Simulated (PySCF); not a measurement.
Isomers of C8H7F3O, from PBE0-D3(BJ)/def2-SVP geometry optimisation, gas phase in PySCF 2.14.0. One conformer each, no zero-point energy, no frequencies.

Problem. Which is lowest in electronic energy at this level?
A. `[CH2:1]=[C:2]([c:3]1[cH:4][c:5]1=[O:6])[C@H:7]([CH3:8])[C:9]([F:10])([F:11])[F:12]` with C1–C2–C3–C4 -174°, C1–C2–C7–C8 -121°: A = 1684, B = 583.7, C = 555.9 MHz, dipole 4.09 D
B. `[O:1]=[C:2]([C@@H:3]1[C@H:4]2[CH:5]=[CH:6][CH2:7][C@@H:8]12)[C:9]([F:10])([F:11])[F:12]` with O1–C2–C3–C4 35°: A = 2098, B = 530.3, C = 514.4 MHz, dipole 3.41 D
C. `[OH:1][c:2]1[cH:3][cH:4][c:5]([CH2:6][C:7]([F:8])([F:9])[F:10])[cH:11][cH:12]1` with H–O1–C2–C3 1°, C4–C5–C6–C7 -86°: A = 2490, B = 467.3, C = 440.3 MHz, dipole 2.59 D
D. `[CH3:1][c:2]1[cH:3][cH:4][c:5]([O:6][C:7]([F:8])([F:9])[F:10])[cH:11][cH:12]1` with C4–C5–O6–C7 168°: A = 2732, B = 476.5, C = 437.9 MHz, dipole 2.51 D

Solution. C. That is `Oc1ccc(CC(F)(F)F)cc1`, 3.4 kcal/mol below the next.

```
                               SMILES                                                                            mapped SMILES      E (Eh)  relative (kcal/mol)  relative (kJ/mol)  dipole (D)
                 Oc1ccc(CC(F)(F)F)cc1           [OH:1][c:2]1[cH:3][cH:4][c:5]([CH2:6][C:7]([F:8])([F:9])[F:10])[cH:11][cH:12]1  -682.63077                  0.0                0.0        2.59
                 Cc1ccc(OC(F)(F)F)cc1            [CH3:1][c:2]1[cH:3][cH:4][c:5]([O:6][C:7]([F:8])([F:9])[F:10])[cH:11][cH:12]1  -682.62530                  3.4               14.4        2.51
O=C([C@@H]1[C@H]2C=CC[C@H]21)C(F)(F)F  [O:1]=[C:2]([C@@H:3]1[C@H:4]2[CH:5]=[CH:6][CH2:7][C@@H:8]12)[C:9]([F:10])([F:11])[F:12]  -682.56648                 40.3              168.8        3.41
         C=C(c1cc1=O)[C@H](C)C(F)(F)F       [CH2:1]=[C:2]([c:3]1[cH:4][c:5]1=[O:6])[C@H:7]([CH3:8])[C:9]([F:10])([F:11])[F:12]  -682.52025                 69.4              290.2        4.09
```

As drawn, the lowest has an O–H bond, which the highest lacks; the highest has a three-membered ring, which the lowest lacks.
